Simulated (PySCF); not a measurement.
Frontier orbitals and the lowest excitations

Compound: C6H10O.
Geometry (GFN2-xTB, Å), atoms numbered from 1 in this order:
```
atom  x, y, z in Å
O1    -1.8170    1.0743    0.3226
C2    -1.7931   -0.2136   -0.2375
C3    -0.3684   -0.7819   -0.3702
C4     0.4558    0.0843   -1.2812
C5     1.4084    0.7319   -0.6326
C6     1.4369    0.3944    0.8264
C7     0.4038   -0.7387    0.9652
H8    -1.1775    1.6162   -0.1560
H9    -2.2746   -0.2115   -1.2284
H10   -2.3872   -0.8404    0.4320
H11   -0.4564   -1.8007   -0.7589
H12    0.2283    0.1644   -2.3310
H13    2.1071    1.4311   -1.0608
H14    2.4334    0.0828    1.1437
H15    1.1631    1.2675    1.4245
H16    0.9060   -1.6902    1.1366
H17   -0.2757   -0.5578    1.7957
```

Level of theory: TDDFT PBE0/def2-SVPD, vertical, gas phase, core orbitals frozen in the response (PySCF 2.14.0, density-fitted response routines).

Frontier orbitals with the atoms that hold most of them (Löwdin shares over 4%, at most four atoms; ? is withheld):

```
orbital  ε (eV)                           atoms
 LUMO+2    1.22  H11 14%, O1 14%, H10 9%, C3 9%
 LUMO+1    0.71   C5 15%, C4 14%, O1 10%, C6 8%
   LUMO       ?                               ?
   HOMO   -7.14   C5 24%, C4 23%, O1 10%, C3 9%
 HOMO-1   -7.96                               ?
 HOMO-2   -9.13  O1 28%, C3 16%, C2 14%, C4 11%
 HOMO-3   -9.72  C3 22%, C6 17%, C7 11%, H11 8%
```

Question: Give the leading atoms of the HOMO-1.

Answer: O1 (bonded to C and H) 50%; C2 (bonded to C, O and 2 H) 12%; C4 (bonded to 2 C and H) 8%; H9 (bonded to C) 8%. By element: oxygen 50%, carbon 20% or more, hydrogen 8% or more.

Question: Which atoms hold the LUMO, and with what shares?

Answer: C5 (bonded to 2 C and H) 31%; C4 (bonded to 2 C and H) 27%; C6 (bonded to 2 C and 2 H) 6%; C2 (bonded to C, O and 2 H) 5%.

Question: What is the LUMO energy, and the HOMO–LUMO gap?

Answer: ε(LUMO) = 0.22 eV; the gap is 7.36 eV (0.2704 hartree).

Question: How does S1 compare with the orbital gap of 7.36 eV?

Answer: S1 is at 6.47 eV (f = 0.083), 0.89 eV below the gap, made of HOMO→LUMO (71%), HOMO→LUMO+1 (18%), HOMO-1→LUMO (10%). 

Question: One configuration dominates each of S1, S2 and S8. Which, and how do the shares of the two leading atoms of either orbital change from the occupied to the empty one?

Answer: 
- S1 (6.47 eV, f 0.083), HOMO→LUMO (71%): C5 24% → 31%, C4 23% → 27%
- S2 (6.71 eV, f 0.031), HOMO→LUMO+1 (77%): C5 24% → 15%, C4 23% → 14%
- S8 (7.97 eV, f 0.0048), HOMO-2→LUMO (78%): O1 28% → at most 6%, C3 16% → at most 6%, C5 at most 11% → 31%, C4 11% → 27%

Löwdin shares depend on the basis, the more so with diffuse functions.

The run took 39 s wall (with the writing of density and orbital grids) on Intel Xeon Platinum 8488C, one thread, no GPU, shared host with 192 logical CPUs at a one-minute load of 10, and the process peaked at 0.87 GiB of memory.

One conformer stands for the species.
